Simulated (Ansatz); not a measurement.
C2H6O2SSi (`O/C([SiH3])=C(\O)S`), relaxed with RKS PBE0-D4/def2-TZVP in Ansatz 0.2.0 from a PBE-D4/def2-SVP geometry. The force threshold is 0.005 eV/Å; the program also tests the step.

Total charge 0; spin multiplicity 1.

Start:

```xyz
12

O    -1.567    0.488    0.897
C    -0.368    0.190    0.251
Si    0.250    1.205   -1.209
C     0.306   -0.874    0.783
O    -0.198   -1.637    1.786
S     1.970   -1.198    0.289
H    -2.119    1.028    0.303
H    -0.933    2.081   -1.570
H     0.591    0.355   -2.399
H     1.407    2.117   -0.900
H    -1.104   -1.286    1.944
H     1.765   -2.471   -0.173
```

Task: By how much does the energy fall, and how many steps does the optimiser take? (Best estimate.)

Result: Ansatz gave: 1.53 kcal/mol, in 12 steps, 1 of them rejected.

Task: Which bonds change most? (Best estimate.)

Result: Computed: C2–C4 from 1.367 to 1.341 Å; S6–H12 from 1.370 to 1.348 Å; C4–S6 from 1.766 to 1.745 Å; Si3–H10 from 1.505 to 1.484 Å.

Task: Give the relaxed structure. (Best estimate.)

Result: The calculation gave: 
```xyz
12

O    -1.622    0.419    0.804
C    -0.387    0.167    0.238
Si    0.249    1.169   -1.201
C     0.299   -0.847    0.788
O    -0.180   -1.617    1.788
S     1.951   -1.134    0.304
H    -2.072    1.103    0.302
H    -0.887    2.091   -1.516
H     0.525    0.336   -2.397
H     1.434    2.001   -0.879
H    -1.082   -1.316    1.971
H     1.771   -2.371   -0.200
```
